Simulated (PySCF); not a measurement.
```xyz
8

C      2.0155     0.5814     0.0221
C      1.0457    -0.1177    -0.1763
O      0.0313    -0.9014    -0.4005
C     -1.2644    -0.2887    -0.1645
H      2.8795     1.1864     0.1925
H     -1.3438     0.0228     0.8864
H     -1.3934     0.5781    -0.8277
H     -2.0042    -1.0624    -0.3938
```

Charge 0, multiplicity 1.

### Question
Give the Mulliken and meta-Löwdin atomic charges from PBE-D3(BJ)/def2-TZVP run with PySCF.

### Answer

| atom | Mulliken (e) | meta-Löwdin (e) |
|---|---|---|
| C1 | -0.37 | -0.32 |
| C2 | 0.19 | 0.14 |
| O3 | -0.19 | -0.26 |
| C4 | -0.20 | -0.13 |
| H5 | 0.16 | 0.17 |
| H6 | 0.13 | 0.13 |
| H7 | 0.13 | 0.13 |
| H8 | 0.14 | 0.14 |
